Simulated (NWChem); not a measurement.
System: GaH3S2; SMILES [SH][GaH][SH]

The following NWChem deck was run.

```
start job
memory heap 200 mb stack 900 mb global 1100 mb
geometry units angstroms noautoz
  Ga     0.000000     0.000000    -0.582013
  H      0.000000     0.000000    -2.140798
  S     -1.844648    -0.025325     0.618268
  H     -2.656916    -0.035683    -0.461691
  S      1.844648     0.025325     0.618268
  H      2.656916     0.035683    -0.461691
end
basis spherical
  Ga library 6-31g*
  H library 6-31g*
  S library 6-31g*
end
dft
  xc revpbe cpbe96
  iterations 150
  mulliken
end
task dft energy
```

Structure relaxed at the PBE0/def2-SVP level.

**Question.** Predict the main results of this run. (revPBE/6-31G* (spherical d).) Quantities: energy (Ha); highest occupied level (eV); orbital gap (eV); dipole (D).

**Answer.** 
```json
{
 "energy (Ha)": "-2722.50",
 "highest occupied level (eV)": "-6.21",
 "orbital gap (eV)": "4.38",
 "dipole (D)": "2.36"
}
```
